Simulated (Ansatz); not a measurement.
The lowest singlet and triplet of BH (SMILES [BH]); geometries from B3LYP-D3(BJ)/def2-TZVP, each state relaxed from the structure named, with no frequency check.
Singlet (charge 0, multiplicity 1):
| atom | x (Å) | y (Å) | z (Å) |
|---|---|---|---|
| B | 0.0000 | 0.0000 | -0.2055 |
| H | 0.0000 | 0.0000 | 1.0276 |
Triplet (charge 0, multiplicity 3):
```xyz
2

B      0.000     0.000    -0.199
H      0.000     0.000     0.993
```

A positive gap puts the triplet lower; no zero-point energy. U- takes an unrestricted singlet (broken symmetry where lower, unprojected). The triplet is unrestricted in single-reference levels.

Frozen-core correlation.

The values were computed with Ansatz (Gaussian basis) for Hartree–Fock, density functionals and correlated methods. Values without a source in brackets are computed.

Problem. What gap E(singlet) − E(triplet), adiabatic does FCI/cc-pVQZ give?

Solution. -128 kJ/mol

Problem. Give the gap E(singlet) − E(triplet), adiabatic at the level U-SVWN5/def2-TZVPP.

Solution. -95 kJ/mol

Problem. Estimate the gap E(singlet) − E(triplet), adiabatic that U-SCS-MP2/cc-pVQZ (spin-contaminated) returns for this input.

Solution. -99 kJ/mol

Ansatz is a first-principles code.
